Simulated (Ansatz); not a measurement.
## A relaxation, step by step

BH2ClOF2, singlet, PBE0-D4/def2-TZVP (Ansatz 0.2.0). Settings:

```yaml
hamiltonian: {xc: pbe0, dispersion: d4}
relax: {f_tol: 0.005, max_steps: 200}
```

Start, a step off a saddle point along its unstable mode:

```json
{"atom": "B1", "x (Å)": "-0.4516", "y (Å)": "-0.4603", "z (Å)": "0.2925"}
{"atom": "Cl2", "x (Å)": "1.9427", "y (Å)": "-0.0241", "z (Å)": "-0.2885"}
{"atom": "F3", "x (Å)": "-0.7749", "y (Å)": "-1.3406", "z (Å)": "-0.6541"}
{"atom": "F4", "x (Å)": "-0.2390", "y (Å)": "-0.9026", "z (Å)": "1.5324"}
{"atom": "H5", "x (Å)": "1.0392", "y (Å)": "0.7626", "z (Å)": "-0.1847"}
{"atom": "O6", "x (Å)": "-0.5732", "y (Å)": "0.8767", "z (Å)": "0.0899"}
{"atom": "H7", "x (Å)": "-0.9432", "y (Å)": "1.0883", "z (Å)": "-0.7875"}
```

```tsv
step	energy less the last (meV)	largest force component (eV/Å)
1	746.1	3.932
3	218.9	0.761
5	118.2	0.956
7	57.9	0.309
9	50.2	0.339
11 (rejected trial)	43.2	0.570
13	28.9	0.211
15	20.6	0.443
17	8.6	0.167
19 (rejected trial)	9.2	0.187
21	3.5	0.022
23	2.3	0.073
25	1.2	0.069
27 (rejected trial)	1.3	0.096
29	0.4	0.046
31	0.1	0.078
33	0.0	0.018
35 (rejected trial)	0.0	0.022
36	0.0	0.002
```

Step 7, positions (Å) and forces (eV/Å):

```json
{"atom": "B1", "x": "-0.767", "y": "-0.543", "z": "0.329", "Fx": "-0.054", "Fy": "0.053", "Fz": "-0.175"}
{"atom": "Cl2", "x": "2.529", "y": "0.202", "z": "-0.485", "Fx": "-0.015", "Fy": "0.030", "Fz": "0.011"}
{"atom": "F3", "x": "-1.193", "y": "-1.437", "z": "-0.560", "Fx": "0.076", "Fy": "0.215", "Fz": "0.236"}
{"atom": "F4", "x": "-0.380", "y": "-0.953", "z": "1.517", "Fx": "-0.014", "Fy": "0.001", "Fz": "-0.082"}
{"atom": "H5", "x": "1.609", "y": "0.964", "z": "-0.017", "Fx": "0.011", "Fy": "-0.017", "Fz": "-0.005"}
{"atom": "O6", "x": "-0.728", "y": "0.786", "z": "0.047", "Fx": "-0.045", "Fy": "-0.309", "Fz": "0.004"}
{"atom": "H7", "x": "-1.070", "y": "0.981", "z": "-0.831", "Fx": "0.042", "Fy": "0.027", "Fz": "0.011"}
```

Step 15, positions (Å) and forces (eV/Å):

```
atom       x       y       z      Fx      Fy      Fz
  B1  -0.886  -0.628   0.338  -0.259  -0.005   0.105
 Cl2   2.847   0.807  -0.368  -0.443  -0.004   0.085
  F3  -1.847  -1.293  -0.293   0.262   0.170   0.083
  F4  -0.384  -1.126   1.445   0.023  -0.035  -0.097
  H5   1.568   0.798  -0.119   0.428   0.027  -0.081
  O6  -0.431   0.573  -0.098  -0.067  -0.176  -0.124
  H7  -0.866   0.869  -0.905   0.057   0.023   0.028
```

Step 29, positions (Å) and forces (eV/Å):

```
atom       x       y       z      Fx      Fy      Fz
  B1  -0.952  -0.675   0.344  -0.002  -0.017  -0.026
 Cl2   2.883   1.173  -0.221  -0.007  -0.001   0.001
  F3  -2.199  -0.976   0.018   0.046   0.016   0.025
  F4  -0.361  -1.336   1.313  -0.024   0.006  -0.008
  H5   1.656   0.783  -0.160   0.004   0.001  -0.001
  O6  -0.264   0.296  -0.299  -0.023  -0.002   0.006
  H7  -0.762   0.734  -0.995   0.007  -0.004   0.002
```

Last step (36):

B1  (-0.952, -0.680, 0.342)
Cl2  (2.867, 1.226, -0.183)
F3  (-2.230, -0.904, 0.085)
F4  (-0.355, -1.371, 1.285)
H5  (1.660, 0.774, -0.170)
O6  (-0.242, 0.246, -0.343)
H7  (-0.747, 0.709, -1.016)
(Å)

The run took about 4.7 min on 4 CPU threads of an Intel Xeon (shared host).
